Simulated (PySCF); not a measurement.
ClMg, charge +1, singlet, geometry from GFN2-xTB (such geometries of metal compounds can be far from the true shape). Base run: B3LYP/cc-pVDZ (PySCF).

PySCF was given this input:
```python
from pyscf import gto, scf, dft, solvent

mol = gto.Mole()
mol.atom = '''
    Mg   -0.00000000   -0.00000000   -1.21073878
    Cl    0.00000000    0.00000000    0.85463914
'''
mol.basis = 'cc-pvdz'
mol.charge = 1
mol.verbose = 3
mol.build()

mf = dft.RKS(mol)
mf.xc = 'b3lyp'
mf.kernel()
```

The base run was repeated with changes; each row names its change, and settings that it needs were set with it.

| change | ΔE vs base (kJ/mol) | HOMO-LUMO gap (eV) |
|---|---|---|
| base | 0.00 | 3.81 |
| model = IEF-PCM; solvent = toluene; vdw_scale = 1.0 | -308.2 | 5.29 |
| model = COSMO; solvent = toluene | -197.3 | 4.77 |
| model = IEF-PCM; solvent = dimethylsulfoxide | -419.1 | 6.06 |
| model = IEF-PCM; solvent = methanol | -414.4 | 6.03 |
| model = C-PCM; solvent = toluene | [?] | [?] |
| model = IEF-PCM; solvent = toluene; r_probe = 0.5 | -171.9 | 4.43 |
| model = IEF-PCM; solvent = toluene; lebedev_order = 11 | [?] | [?] |
| model = IEF-PCM; solvent = acetonitrile | -415.8 | 6.04 |
| model = IEF-PCM; solvent = toluene | -232.1 | 4.86 |
| model = IEF-PCM; solvent = toluene; vdw_scale = 1.1 | [?] | [?] |
| model = IEF-PCM; solvent = dichloromethane | -374.1 | 5.75 |

Question: Complete the blanks.

Answer: 
- model = C-PCM; solvent = toluene, ΔE vs base (kJ/mol): -240.8
- model = C-PCM; solvent = toluene, HOMO-LUMO gap (eV): 5.01
- model = IEF-PCM; solvent = toluene; lebedev_order = 11, ΔE vs base (kJ/mol): -232.7
- model = IEF-PCM; solvent = toluene; lebedev_order = 11, HOMO-LUMO gap (eV): 4.84
- model = IEF-PCM; solvent = toluene; vdw_scale = 1.1, ΔE vs base (kJ/mol): -265.2
- model = IEF-PCM; solvent = toluene; vdw_scale = 1.1, HOMO-LUMO gap (eV): 5.06

The base is the gas phase, so ΔE is the electrostatic part of solvation at a fixed geometry, without cavity and dispersion terms.
